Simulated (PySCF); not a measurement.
Molecule: SMILES CC/C=C\[SiH3] (C4H10Si). Atoms near the plane z = 1.5 Å, at the GFN2-xTB optimised geometry (x, y, z in Å): C1 (1.3, -1.0, 0.0), C2 (-0.2, -1.0, 0.0), C3 (-0.7, 0.4, 0.0), C4 (-1.4, 1.0, 1.0), Si5 (-1.9, 0.2, 2.6), H7 (1.7, -2.0, 0.0), H8 (1.7, -0.5, 0.9), H10 (-0.6, -1.5, 0.9), H12 (-1.7, 2.0, 0.8), H13 (-2.8, -1.0, 2.4).

Level of theory: PBE0/def2-TZVP run with PySCF 2.14.0. The values are rescaled to run from 0 to 1.

```
|                               |
|                               |
|                               |
|                               |
|        .::.                   |
|       :+#*=.                  |
|      .+%%%#-.                 |
|      .*%@@#=.                 |
|      .+%@%#=:...              |
|      .-*%%*+---:.             |
|      .-+##*++==-.             |
|      :=*#****++-.             |
|     .-*%%###*+=:     .        |
|     .=#@@@%#*=-.   :+*=.      |
|     .-*%@@%*-:.   :%@@%+.     |
|    ..:=*##*-.    .#@@@@%:     |
|  .-===--=-:      :@@@@@@=     |
| .+#%%#+-..       :%@@@@%-     |
| :#@@@@#=.  .:-:  .#@@@%*.     |
| -%@@@@%=  .+%%*.  -*##+:      |
| .#@@@@%:  :%@@%:   :::.       |
|  =%@@%+   =@@@%:              |
|   -##+.   =%@@#.              |
|    ...    :#%%+               |
|            -+=.               |
|                               |
|                               |
|                               |
|                               |
|                               |
|                               |
```
Scale: ten equal steps from 0.000 (start of ' ') to 1.00 (end of '@'), in the order ' .:-=+*#%@'; x runs from -4.50 to 4.50, y from -4.50 (bottom) to 4.50 (top).

**Question.** Which quantity is mapped?
(A) electron localisation function
(B) deformation density (molecule minus spherical neutral atoms)
(C) electrostatic potential
(D) log10 of the electron density

**Answer.** A, electron localisation function
